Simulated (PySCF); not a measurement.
## Relaxation of singlet [LaF2]+

Computed with PBE0/[La def2-TZVP with ECP46, F def2-TZVP], scalar-relativistic core potentials, density fitting, no spin–orbit coupling, PySCF. A (50,194) grid was used.

A start displaced from a saddle point along its imaginary mode, of C2v symmetry, held to at least that symmetry:

```xyz
3
charge 1 multiplicity 1, angstrom
La    0.0000   -0.0684    0.0000
F     0.0000    0.2500    2.1091
F     0.0000    0.2500   -2.1091
```

(1) What does it relax to?

(2) How much energy is released, and in how many steps?

Results:

(1) It ends at C2v with La–F 2.052 Å (×2); F–La–F 109.1° (after a last refinement on a finer grid). A frequency run shows a minimum. Other isomers or separated fragments may lie lower.

(2) 58.9 kJ/mol in 8 steps.

The relaxation took roughly 30 core-seconds on a shared host.
